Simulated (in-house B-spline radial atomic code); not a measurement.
Radial electron density of Sb8+, [Kr] 4d7. Level of theory: scalar-relativistic (X2C) Hartree-Fock, spin-polarised, averaged over the determinants with the given up and down occupations, Fermi nucleus of rms radius 4.6802 fm; calculated with an all-electron radial atomic-structure program (B-spline basis).

One-electron X2C: radii and densities carry no picture-change correction, so inner-shell <1/r> comes out high (for 1s by about 2 % at Z = 33, 5 % at 54, 10 % at 75, 30 % at 118) and <r> low.

Columns: r (bohr), 4πr²n(r) (electrons per bohr), bar.

```
0.000846    1.878 #
 0.00102    2.532 #
 0.00124    3.447 ##
  0.0015    4.637 ##
 0.00182    6.237 ###
 0.00221    8.346 ####
 0.00268    11.06 ######
 0.00324    14.47 ########
 0.00393     18.8 ##########
 0.00476    24.04 #############
 0.00577    30.28 ################
 0.00699    37.34 ###################
 0.00847    44.95 #######################
  0.0103    52.69 ###########################
  0.0124    59.23 ###############################
  0.0151    64.32 #################################
  0.0183    66.54 ###################################
  0.0221    65.69 ##################################
  0.0268    62.33 ################################
  0.0325    58.36 ##############################
  0.0394    56.71 #############################
  0.0477    59.95 ###############################
  0.0578    68.42 ####################################
  0.0701    78.74 #########################################
  0.0849    84.59 ############################################
   0.103    81.16 ##########################################
   0.125       70 ####################################
   0.151    60.12 ###############################
   0.183    59.48 ###############################
   0.222    66.78 ###################################
   0.269    69.74 ####################################
   0.326    58.75 ###############################
   0.395    38.73 ####################
   0.478    23.96 ############
    0.58    21.04 ###########
   0.702    23.35 ############
   0.851    21.59 ###########
    1.03    14.66 ########
    1.25    7.106 ####
    1.51    2.508 #
    1.84   0.5727 
    2.22  0.09181 
    2.69 0.008351 
    3.27 0.0003716
```

On this grid the curve has 4 maxima, near 0.0183, 0.0849, 0.269, 0.702 bohr.

The 4d up radial function P(r) = rR(r), positive near the nucleus:

```json
{"r (bohr)": "0.0103", "P": "0.00182"}
{"r (bohr)": "0.0151", "P": "0.005102"}
{"r (bohr)": "0.0221", "P": "0.01383"}
{"r (bohr)": "0.0325", "P": "0.03624"}
{"r (bohr)": "0.0477", "P": "0.0882"}
{"r (bohr)": "0.0701", "P": "0.1944"}
{"r (bohr)": "0.103", "P": "0.3693"}
{"r (bohr)": "0.151", "P": "0.562"}
{"r (bohr)": "0.222", "P": "0.5963"}
{"r (bohr)": "0.326", "P": "0.235"}
{"r (bohr)": "0.478", "P": "-0.4983"}
{"r (bohr)": "0.702", "P": "-1.098"}
{"r (bohr)": "1.03", "P": "-1.026"}
{"r (bohr)": "1.51", "P": "-0.4962"}
{"r (bohr)": "2.22", "P": "-0.1056"}
{"r (bohr)": "3.27", "P": "-0.006902"}
```
